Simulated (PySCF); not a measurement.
PBE on Bi⁻ (bismuth, charge -1), [Xe] 4f14 5d10 6s2 6p4, high-spin 3P determinant. Calculation: PySCF 2.14, in x2c-TZVPPall with one added diffuse shell each of s, p, d, f type (12s8p7d4f, 99 functions); scalar relativity by spin-free X2C-1e.

```
cycle= 1 E= -21535.4134797794  delta_E= -0.0326  |g|= 0.104  |ddm|= 0.597
cycle= 2 E= -21535.4138379161  delta_E= -0.000358  |g|= 0.06  |ddm|= 0.0925
cycle= 3 E= -21535.4141137231  delta_E= -0.000276  |g|= 0.013  |ddm|= 0.0451
cycle= 4 E= -21535.4141431008  delta_E= -2.94e-05  |g|= 0.00299  |ddm|= 0.0224
cycle= 5 E= -21535.4141502541  delta_E= -7.15e-06  |g|= 0.000483  |ddm|= 0.00966
cycle= 6 E= -21535.4141505982  delta_E= -3.44e-07  |g|= 7.2e-05  |ddm|= 0.00239
cycle= 7 E= -21535.4141506068  delta_E= -8.68e-09  |g|= 2.06e-06  |ddm|= 0.00035
cycle= 8 E= -21535.4141506069  delta_E= -1.46e-11  |g|= 4.17e-07  |ddm|= 7.12e-06
converged SCF energy = -21535.4141506069  <S^2> = 2.0063506  2S+1 = 3.0042308
```

Highest occupied orbital energy: 1.420 eV; ⟨L²⟩ = 2.03; populations by l: s 12.00, p 28.00, d 30.00, f 14.00.

Question: Can this result be used?

Answer: With care. The run converged. Spin-orbit coupling is strong in this species (close to jj coupling), so the high-spin LS determinant is a model state, not a physical level. At PBE the highest occupied level has a positive energy, so only the finite basis holds that electron; in a semilocal or global hybrid functional this comes from self-interaction and does not mean that the real anion is unbound.
